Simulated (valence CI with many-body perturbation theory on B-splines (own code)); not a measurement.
# Forbidden lines of Dy¹⁵⁺

Computed by configuration interaction combined with many-body perturbation theory (CI+MBPT): five valence electrons over a frozen Dirac-Fock core [Kr] 4d10, radial functions for each j: 7 s, 7 p, 7 d, 7 f, 4 g, 2 h, with the one-electron correlation potential Σ1 (screened to all orders), the two-electron term Σ2, the three-electron term Σ3, Breit, model QED; selected single and double excitations, second order for the rest, scaled by the run's own slope (own B-spline code, finite nucleus).

No measured levels were compared; by estimate terms of the open shell hold to a few per cent of their energy, and close levels can change places; configurations with another count of f electrons can be misplaced by thousands of cm⁻¹. Core correlation moves these levels by up to 60000 cm⁻¹, and in measured spectra 5 to 20 % of such shifts remained as error; rates that hang on mixing are uncertain with them. Among the levels kept, up to 940 cm⁻¹ of a level comes from second order outside the variational space, and about a tenth of that is noise between levels of different J, which matters for small intervals.

Lines 1 to 50 of 120 in falling wavelength, among levels below 47900 cm⁻¹, chosen from the decays that carry over 1 % of a level's rate. Wavelengths and rates use the calculated energies, so an error of 2000 cm⁻¹ moves a line at 33940 Å by 68 % and its rate by three times that or more. Electric multipoles are in the length gauge, E1 and E2 with the static RPA response of the core. S is in atomic units (e²a₀⁴ for E2 and M2, e²a₀⁶ for E3), for M1 in squared Bohr magnetons. Weak lines are less certain than strong ones. Lines between different terms over intervals too small for the method are left out, as are lines whose strength nearly cancels. Where a level lies close to another of its J and parity, the split of strength between their lines is uncertain. Intervals below about 2000 cm⁻¹, as at the head of this list, are uncertain by tens of per cent. The highest levels of a list are the least certain.

Names give the largest LS component (configuration and term), which can be under half, so a name can repeat, a term be missing and a line seem to break the LS rules; names also repeat where a configuration has a term twice. Letters in brackets count levels of one name in rising energy.

| λ vac (Å) | Upper | Lower | Type | A (s⁻¹) | S (a.u.) |
| --- | --- | --- | --- | --- | --- |
| 2.728e+05 | 4f5 6F°_3/2 | 4f5 6F°_1/2 | M1 | 4.12e-03 | 1.24e+01 |
| 1.083e+05 | 4f5 6F°_5/2 | 4f5 6F°_3/2 | M1 | 7.03e-02 | 1.98e+01 |
| 47650 | 4f5 6F°_7/2 | 4f5 6F°_5/2 | M1 | 7.41e-01 | 2.38e+01 |
| 39240 | 4f5 4M°_21/2 | 4f5 4M°_19/2 | M1 | 4.78e-01 | 2.35e+01 |
| 38580 | 4f5 6H°_7/2 | 4f5 6H°_5/2 | M1 | 1.45e+00 | 2.47e+01 |
| 35590 | 4f5 6F°_9/2 | 4f5 6F°_7/2 | M1 | 1.37e+00 | 2.29e+01 |
| 35350 | 4f4 5s 6I_9/2 | 4f4 5s 6I_7/2 | M1 | 1.84e+00 | 3.01e+01 |
| 34940 | 4f5 6H°_9/2 | 4f5 6H°_7/2 | M1 | 2.47e+00 | 3.90e+01 |
| 34390 | 4f5 6H°_15/2 | 4f5 6H°_13/2 | M1 | 1.07e+00 | 2.58e+01 |
| 33940 | 4f5 6P°_3/2 | 4f5 4F°_5/2 | M1 | 6.51e-01 | 3.77e+00 |
| 33590 | 4f5 6H°_11/2 | 4f5 6H°_9/2 | M1 | 2.63e+00 | 4.44e+01 |
| 33480 | 4f5 6H°_13/2 | 4f5 6H°_11/2 | M1 | 2.07e+00 | 4.03e+01 |
| 31700 | 4f5 6F°_11/2 | 4f5 6F°_9/2 | M1 | 1.10e+00 | 1.56e+01 |
| 29670 | 4f4 5s 6I_11/2 | 4f4 5s 6I_9/2 | M1 | 4.10e+00 | 4.76e+01 |
| 28880 | 4f5 4M°_19/2 | 4f5 4M°_17/2 | M1 | 1.78e+00 | 3.17e+01 |
| 28540 | 4f5 4I°_15/2 | 4f5 4I°_13/2 | M1 | 1.11e+00 | 1.53e+01 |
| 27200 | 4f4 5s 6I_13/2 | 4f4 5s 6I_11/2 | M1 | 5.15e+00 | 5.38e+01 |
| 26240 | 4f4 5s 6I_15/2 | 4f4 5s 6I_13/2 | M1 | 4.52e+00 | 4.85e+01 |
| 25970 | 4f4 5s 6I_17/2 | 4f4 5s 6I_15/2 | M1 | 2.64e+00 | 3.08e+01 |
| 22460 | 4f5 4L°_15/2 | 4f5 4I°_15/2 | M1 | 5.48e-01 | 3.68e+00 |
| 22070 | 4f5 4M°_17/2 | 4f5 4M°_15/2 | M1 | 3.20e+00 | 2.29e+01 |
| 19270 | 4f4 5s 4I_11/2 | 4f4 5s 4I_9/2 | M1 | 5.45e+00 | 1.74e+01 |
| 19230 | 4f5 4G°_7/2 | 4f5 4G°_5/2 [a] | M1 | 5.51e+00 | 1.16e+01 |
| 19200 | 4f5 6P°_3/2 | 4f5 4G°_5/2 [b] | M1 | 9.82e-01 | 1.03e+00 |
| 18700 | 4f5 4G°_11/2 | 4f5 4G°_9/2 | M1 | 3.55e+00 | 1.03e+01 |
| 17320 | 4f5 4G°_9/2 | 4f5 4G°_7/2 | M1 | 7.19e+00 | 1.39e+01 |
| 16510 | 4f5 4F°_7/2 | 4f5 4G°_5/2 [b] | M1 | 7.21e+00 | 9.62e+00 |
| 15560 | 4f5 4L°_15/2 | 4f5 4M°_17/2 | M1 | 8.15e-01 | 1.82e+00 |
| 15380 | 4f5 4I°_15/2 | 4f5 4M°_15/2 | M1 | 5.49e+00 | 1.18e+01 |
| 15220 | 4f5 4L°_13/2 | 4f5 4I°_13/2 | M1 | 5.51e+00 | 1.01e+01 |
| 14650 | 4f5 4F°_5/2 | 4f5 4G°_7/2 | M1 | 2.88e-01 | 2.01e-01 |
| 14220 | 4f5 4L°_13/2 | 4f5 4I°_11/2 | M1 | 4.41e+00 | 6.58e+00 |
| 13810 | 4f5 4G°_5/2 [b] | 4f5 4F°_3/2 | M1 | 7.02e+00 | 4.12e+00 |
| 12570 | 4f5 4L°_15/2 | 4f5 4I°_13/2 | M1 | 2.19e+00 | 2.57e+00 |
| 12150 | 4f5 4K°_11/2 | 4f5 4I°_11/2 | M1 | 4.74e+00 | 3.78e+00 |
| 11050 | 4f5 4K°_11/2 | 4f5 4I°_9/2 | M1 | 1.09e+01 | 6.57e+00 |
| 10520 | 4f5 4F°_5/2 | 4f5 4F°_3/2 | M1 | 8.71e+00 | 2.26e+00 |
| 10450 | 4f5 4L°_13/2 | 4f5 4M°_15/2 | M1 | 4.81e-01 | 2.85e-01 |
| 10360 | 4f5 6F°_9/2 | 4f5 6H°_11/2 | M1 | 8.07e-02 | 3.33e-02 |
| 10240 | 4f5 4G°_5/2 [b] | 4f5 4G°_5/2 [a] | M1 | 1.42e+01 | 3.39e+00 |
| 10190 | 4f5 6F°_7/2 | 4f5 6H°_9/2 | M1 | 9.69e-02 | 3.04e-02 |
| 10190 | 4f5 6F°_11/2 | 4f5 6H°_13/2 | M1 | 3.84e-02 | 1.81e-02 |
| 9452 | 4f5 6F°_5/2 | 4f5 6H°_7/2 | M1 | 2.24e-02 | 4.21e-03 |
| 9414 | 4f5 4F°_7/2 | 4f5 4G°_7/2 | M1 | 9.33e+00 | 2.31e+00 |
| 9127 | 4f5 4L°_15/2 | 4f5 4M°_15/2 | M1 | 3.64e-01 | 1.64e-01 |
| 8416 | 4f5 6F°_1/2 | 4f5 6H°_5/2 | E2 | 8.26e-04 | 6.23e-02 |
| 8164 | 4f5 6F°_3/2 | 4f5 6H°_5/2 | M1 | 2.36e-01 | 1.91e-02 |
| 8033 | 4f5 6P°_3/2 | 4f5 4F°_3/2 | M1 | 1.54e+00 | 1.18e-01 |
| 7920 | 4f5 6F°_9/2 | 4f5 6H°_9/2 | M1 | 1.61e-01 | 2.97e-02 |
| 7898 | 4f5 4D°_1/2 | 4f5 4F°_3/2 | M1 | 1.72e+00 | 6.28e-02 |
